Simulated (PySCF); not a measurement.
Electronic structure of Nb⁺ (niobium, charge +1) at the wB97M-V level

Configuration: [Kr] 4d4, high-spin 5D determinant. All numbers are calculated (PySCF 2.14, the spin-free X2C one-electron Hamiltonian (Gaussian nucleus), in x2c-TZVPPall).

```json
{"Total energy": "-3818.80 hartree", "One-electron energy": "-5261.02 hartree", "Hartree (Coulomb) energy": "1561.74 hartree", "Exchange-correlation energy": "-119.52 hartree", "⟨S²⟩": "6.0011", "⟨L²⟩": "6.100", "Sum of ⟨r⟩": "27.38 bohr", "Sum of ⟨r²⟩": "39.21 bohr²", "Traceless quadrupole moment −½Σ⟨3z² − r²⟩ along its main axis": "-0.612 e·bohr²", "Langevin diamagnetic susceptibility": "-31.1 ×10⁻⁶ cm³/mol", "Time after the integrals": "about 13 core-seconds"}
```

| shell | electrons | mean orbital energy (hartree) | spread (hartree) | rms radius, mean of both spins (bohr) |
| --- | --- | --- | --- | --- |
| 1s β | 1 | -693.45990 | 0 | 0.0415 |
| 1s α | 1 | -693.45946 | 0 | 0.0415 |
| 2s α | 1 | -98.04959 | 0 | 0.171 |
| 2s β | 1 | -98.03368 | 0 | 0.171 |
| 2p α | 3 | -87.45843 | 0.00334 | 0.152 |
| 2p β | 3 | -87.44622 | 0.00641 | 0.152 |
| 3s α | 1 | -16.94397 | 0 | 0.473 |
| 3s β | 1 | -16.93664 | 0 | 0.473 |
| 3p α | 3 | -13.45473 | 0.01111 | 0.480 |
| 3p β | 3 | -13.44546 | 0.01465 | 0.480 |
| 3d α | 5 | -7.78545 | 0.01221 | 0.475 |
| 3d β | 5 | -7.76806 | 0.01668 | 0.475 |
| 4s α | 1 | -2.63752 | 0 | 1.24 |
| 4s β | 1 | -2.56102 | 0 | 1.24 |
| 4p α | 3 | -1.72714 | 0.00577 | 1.40 |
| 4p β | 3 | -1.62478 | 0.03239 | 1.40 |
| 4d α | 4 | -0.50063 | 0.02297 | 2.24 |

Densities and radii are taken from the X2C orbitals without a picture-change correction, which distorts them close to the nucleus.
